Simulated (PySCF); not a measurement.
A PySCF script (with the pyscf-properties extension) for the NMR shieldings of `C/C=C\C[SiH2]CO[SiH3]`, C5H14OSi2, on a GFN2-xTB geometry:

```python
import basis_set_exchange as bse
import numpy as np
from pyscf import gto, dft
from pyscf.prop import nmr

atoms = """
C    -2.338640    1.258196   -0.790575
C    -2.323682    0.802006    0.632139
C    -1.964617   -0.391809    1.083408
C    -1.476449   -1.549296    0.278287
Si    0.436886   -1.638157    0.248157
C     1.156219   -0.022416   -0.462117
O     2.558158   -0.191076   -0.449183
Si    3.711309    0.834247   -0.934907
H    -1.962622    0.497111   -1.466758
H    -1.723701    2.151289   -0.899891
H    -3.354328    1.521559   -1.087673
H    -2.657504    1.549086    1.341563
H    -1.996697   -0.570703    2.150373
H    -1.860364   -1.501072   -0.739971
H    -1.854817   -2.472636    0.716134
H     0.961656   -1.815246    1.605804
H     0.859915   -2.754301   -0.605956
H     0.826431    0.179800   -1.486148
H     0.886616    0.853732    0.135923
H     3.542844    1.194122   -2.347978
H     3.685299    2.077570   -0.156000
H     4.877678    0.007382   -0.678526
"""
names = dict.fromkeys(["C", "Si", "O", "H"], "pcSseg-1")
basis = {el: gto.basis.parse(bse.get_basis(n, elements=[el], fmt="nwchem")) for el, n in names.items()}
mol = gto.M(atom=atoms, basis=basis, charge=0, verbose=0)
mf = dft.RKS(mol, xc="PBE0")
mf.grids.level = 2
mf.grids.alignment = dft.numint.BLKSIZE   # the property module wants whole blocks of grid points
mf.conv_tol = 1e-9
mf.kernel()

calc = nmr.RKS(mf)   # GIAO
C = mf.mo_coeff
Co = C[:, mf.mo_occ > 0]
resp = mf.gen_response(singlet=True, hermi=2)
def vind(x):   # induced exchange potential for any number of trial vectors
    d = np.einsum("pi,xij,qj->xpq", C, 2 * x.reshape(-1, C.shape[1], Co.shape[1]), Co, optimize=True)
    return np.einsum("xpq,pi,qj->xij", resp(d - d.transpose(0, 2, 1)), C, Co, optimize=True).ravel()
mo1, _ = nmr.rhf.solve_mo1(calc, with_cphf=vind)
sigma = calc.kernel(mo1)
for i, s in enumerate(sigma):   # ppm
    print("%2d %-2s %9.2f" % (i, mol.atom_pure_symbol(i), np.trace(s) / 3))
```

Question: Give the expected output.

Answer: 
```
 0 C     171.20
 1 C      56.67
 2 C      54.05
 3 C     172.23
 4 Si    391.15
 5 C     131.55
 6 O     354.31
 7 Si    382.44
 8 H      30.01
 9 H      30.28
10 H      30.04
11 H      26.13
12 H      25.90
13 H      29.69
14 H      30.24
15 H      27.54
16 H      27.38
17 H      28.09
18 H      27.96
19 H      26.86
20 H      26.88
21 H      26.89
```

These numbers come from an equivalent density-fitted implementation of the same equations, which agrees with the script to about 0.01 ppm for H and up to a few tenths of a ppm for heavy atoms, so last digits may differ.

Question: Turn these shieldings into chemical shifts. δ = σ(ref) − σ, references computed at the same level: 13C (σ = 186.93 ppm) and 29Si (σ = 349.16 ppm) and 1H (σ = 31.72 ppm) against TMS; 17O (σ = 336.08 ppm) vs H2O.

Answer: Averaging equivalent atoms: C 2: 132.9; C 1: 130.3; C 5: 55.4; C 0: 15.7; C 3: 14.7; Si 7: -33.3; Si 4: -42.0; O 6: -18.2; H 12: 5.82; H 11: 5.59; H 19/20/21: 4.84; H 15/16: 4.26; H 17/18: 3.69; H 13/14: 1.75; H 8/9/10: 1.61 ppm. Experimental scales use liquid or dissolved standards, which lie at an offset from isolated H2O (liquid H2O: subtract about 36 ppm).

Size and cost of the density-fitted run: 220 basis functions, 55 s wall time on 1 thread of an Arm Neoverse V2, shared host; peak memory 1 GiB.
